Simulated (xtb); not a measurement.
A run for xtb: GFN1-xTB on ClH3O (a complex), monomers drawn apart or pushed together.

```
$ xtb mol.xyz --gfn 1 --sp --chrg 0 --uhf 0
5

O      0.21157495     0.56181731     0.17730787
H      0.72367650    -0.15697846    -0.20989852
H     -0.66149254     0.51654990    -0.22834170
Cl     0.03199912     0.31925803     4.78969940
H      0.10783811     0.43958537     3.49319668
```

The log:

```
[...]
           -------------------------------------------------
          |                Calculation Setup                |
           -------------------------------------------------



molecular fragmentation (1/2 indicates fragments):
11122
# atoms in fragment 1/2:     3     2
 fragment masses (1/2) :       18.02       36.46
CMA distance (Bohr)    :   8.745
constraining FC (au)   :  0.0500

           -------------------------------------------------
          |                 G F N 1 - x T B                 |
           -------------------------------------------------

        Reference                      10.1021/acs.jctc.7b00118
      * Hamiltonian:
        H0-scaling (s, p, d)           1.850000    2.250000    2.000000
        zeta-weighting                 0.000000
      * Dispersion:
        s8                             2.400000
        a1                             0.630000
        a2                             5.000000
        s9                             0.000000
      * Repulsion:
        kExp                           1.500000
        rExp                           1.000000
      * Coulomb:
        alpha                          2.000000
        third order                    atomic
        anisotropic                    false
      * Halogen bond correction:
        rad-scale                      1.300000
        damping                        0.440000


          ...................................................
          :                      SETUP                      :
          :.................................................:
          :  # basis functions                  20          :
          :  # atomic orbitals                  19          :
          :  # shells                           11          :
          :  # electrons                        16          :
          :  # halogen bonds                     1          :
          :  max. iterations                   250          :
          :  Hamiltonian                  GFN1-xTB          :
          :  restarted?                      false          :
          :  GBSA solvation                  false          :
          :  PC potential                    false          :
          :  electronic temp.          300.0000000     K    :
          :  accuracy                    1.0000000          :
          :  -> integral cutoff          0.2500000E+02      :
          :  -> integral neglect         0.1000000E-07      :
          :  -> SCF convergence          0.1000000E-05 Eh   :
          :  -> wf. convergence          0.2000000E-04 e    :
          :  Broyden damping             0.4000000          :
          :  net charge                          0          :
          :  unpaired electrons                  0          :
          ...................................................

 iter      E             dE          RMSdq      gap      omega  full diag
   1    -10.5996091 -0.105996E+02  0.373E+00    8.08       0.0  T
   2    -10.6002260 -0.616873E-03  0.217E+00    8.02       1.0  T
   3    -10.6002820 -0.560751E-04  0.134E-01    7.96       1.0  T
   4    -10.6003067 -0.246610E-04  0.103E-02    7.96       4.3  T
   5    -10.6003068 -0.626368E-07  0.393E-03    7.96      11.4  T
   6    -10.6003068 -0.925654E-08  0.253E-04    7.97     176.5  T
   7    -10.6003068 -0.248583E-10  0.197E-06    7.97   22656.3  T
   8    -10.6003068 -0.159872E-13  0.166E-07    7.97  100000.0  T

   *** convergence criteria satisfied after 8 iterations ***

         #    Occupation            Energy/Eh            Energy/eV
      -------------------------------------------------------------
         1        2.0000           -0.9085921             -24.7240
         2        2.0000           -0.7668219             -20.8663
         3        2.0000           -0.6204608             -16.8836
         4        2.0000           -0.5578794             -15.1807
         5        2.0000           -0.5562509             -15.1364
         6        2.0000           -0.5094503             -13.8628
         7        2.0000           -0.4723091             -12.8522
         8        2.0000           -0.4723091             -12.8522 (HOMO)
         9                         -0.1795964              -4.8871 (LUMO)
        10                         -0.1629769              -4.4348
        11                         -0.0905329              -2.4635
        12                         -0.0590254              -1.6062
        13                         -0.0400631              -1.0902
       ...                                ...                  ...
        19                          0.4369819              11.8909
      -------------------------------------------------------------
                  HL-Gap            0.2927127 Eh            7.9651 eV
             Fermi-level           -0.3259527 Eh           -8.8696 eV

 SCC (total)                   0 d,  0 h,  0 min,  0.004 sec
 SCC setup                      ...        0 min,  0.000 sec (  5.155%)
 Dispersion                     ...        0 min,  0.000 sec (  2.396%)
 classical contributions        ...        0 min,  0.000 sec (  1.446%)
 integral evaluation            ...        0 min,  0.001 sec ( 20.983%)
 iterations                     ...        0 min,  0.002 sec ( 39.180%)
 molecular gradient             ...        0 min,  0.001 sec ( 24.320%)
 printout                       ...        0 min,  0.000 sec (  6.006%)

         :::::::::::::::::::::::::::::::::::::::::::::::::::::
         ::                     SUMMARY                     ::
         :::::::::::::::::::::::::::::::::::::::::::::::::::::
         :: total energy             -10.556368931947 Eh    ::
         :: gradient norm              0.028992820468 Eh/a0 ::
         :: HOMO-LUMO gap              7.965117236904 eV    ::
         ::.................................................::
         :: SCC energy               -10.600306782324 Eh    ::
         :: -> electrostatic           0.054034666059 Eh    ::
         :: repulsion energy           0.044394617720 Eh    ::
         :: dispersion energy         -0.000456767342 Eh    ::
         :: halogen bond corr.         0.000000000000 Eh    ::
         :: add. restraining           0.000000000000 Eh    ::
         :: total charge              -0.000000000000 e     ::
         :::::::::::::::::::::::::::::::::::::::::::::::::::::

           -------------------------------------------------
          |                Property Printout                |
           -------------------------------------------------

    * Orbital Energies and Occupations

         #    Occupation            Energy/Eh            Energy/eV
      -------------------------------------------------------------
         1        2.0000           -0.9085921             -24.7240
         2        2.0000           -0.7668219             -20.8663
         3        2.0000           -0.6204608             -16.8836
         4        2.0000           -0.5578794             -15.1807
         5        2.0000           -0.5562509             -15.1364
         6        2.0000           -0.5094503             -13.8628
         7        2.0000           -0.4723091             -12.8522
         8        2.0000           -0.4723091             -12.8522 (HOMO)
         9                         -0.1795964              -4.8871 (LUMO)
        10                         -0.1629769              -4.4348
        11                         -0.0905329              -2.4635
        12                         -0.0590254              -1.6062
        13                         -0.0400631              -1.0902
        14                         -0.0400631              -1.0902
        15                         -0.0400631              -1.0902
        16                         -0.0400621              -1.0901
Note: The following floating-point exceptions are signalling: IEEE_DENORMAL
normal termination of xtb
        17                          0.3233340               8.7984
        18                          0.3594376               9.7808
        19                          0.4369819              11.8909
      -------------------------------------------------------------
                  HL-Gap            0.2927127 Eh            7.9651 eV
             Fermi-level           -0.3259527 Eh           -8.8696 eV

  Mulliken/CM5 charges         n(s)   n(p)   n(d)
     1O    -0.67197 -1.00358   1.694  4.977  0.000
     2H     0.33674  0.50230   0.663  0.000  0.000
     3H     0.33674  0.50229   0.663  0.000  0.000
     4Cl   -0.22751 -0.27948   1.933  5.302 -0.008
     5H     0.22600  0.27847   0.774  0.000  0.000

Wiberg/Mayer (AO) data.
largest (>0.10) Wiberg bond orders for each atom

 ---------------------------------------------------------------------------
     #   Z sym  total        # sym  WBO       # sym  WBO       # sym  WBO
 ---------------------------------------------------------------------------
     1   8 O    1.788 --     3 H    0.893     2 H    0.893
     2   1 H    0.893 --     1 O    0.893
     3   1 H    0.893 --     1 O    0.893
     4  17 Cl   0.956 --     5 H    0.956
     5   1 H    0.959 --     4 Cl   0.956
 ---------------------------------------------------------------------------

Topologies differ in total number of bonds
Writing topology from bond orders to xtbtopo.mol

 dipole moment from electron density (au)
     X       Y       Z
  -0.3020  -0.6621  -1.4963  total (Debye):    4.229


           -------------------------------------------------
          | TOTAL ENERGY              -10.556368931947 Eh   |
          | GRADIENT NORM               0.028992820468 Eh/α |
          | HOMO-LUMO GAP               7.965117236904 eV   |
           -------------------------------------------------

------------------------------------------------------------------------
------------------------------------------------------------------------
 total:
 SCF:
```

The run finished.

Cost: about 0.07 core-seconds (a rough figure).
